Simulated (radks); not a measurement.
Problem. The rubidium ion Rb6+, 31 electrons, occupied as [Ne] 3s2 3p5 3d10 4s2 4p2 (not the ground configuration). Method: scalar-relativistic Kohn-Sham, PBE, spin-polarised, spherical densities, finite nucleus; open shells are filled with parallel spins first (spin-orbit coupling, left out, can overturn this in heavy ions); Fermi nuclear charge, rms radius 4.2036 fm; computed with a radial shooting solver on a logarithmic mesh with Libxc functionals. Some entries of the table are withheld. Estimate them.

orbital  occ.  eigenvalue (eV)  <r> (bohr)  <1/r> (bohr^-1)
1s up       1        -15152.81     0.04029            37.88
1s down     1        -15151.60     0.04029            37.88
2s up       1        -2121.095      0.1777            8.438
2s down     1        -2120.351      0.1777            8.438
2p up       3        -1894.136      0.1550            8.247
2p down     3        -1892.914      0.1550            8.246
3s up       1        -404.6635      0.5052            2.840
3s down     1        -402.1974      0.5055            2.837
3p up       3        -331.3528      0.5110              (1)
3p down     2        -328.8590      0.5113              (2)
3d up       5        -210.0418         (3)            2.448
3d down     5        -207.7790         (4)            2.450
4s up       1        -115.5982       1.270            1.065
4s down     1        -112.0624       1.272            1.067
4p up       2         -95.6111       1.378           0.9696
4p down     0         -92.1186       1.386           0.9666

Solution. 
(1) 3p up <1/r> (bohr^-1): 2.692
(2) 3p down <1/r> (bohr^-1): 2.690
(3) 3d up <r> (bohr): 0.5078
(4) 3d down <r> (bohr): 0.5073
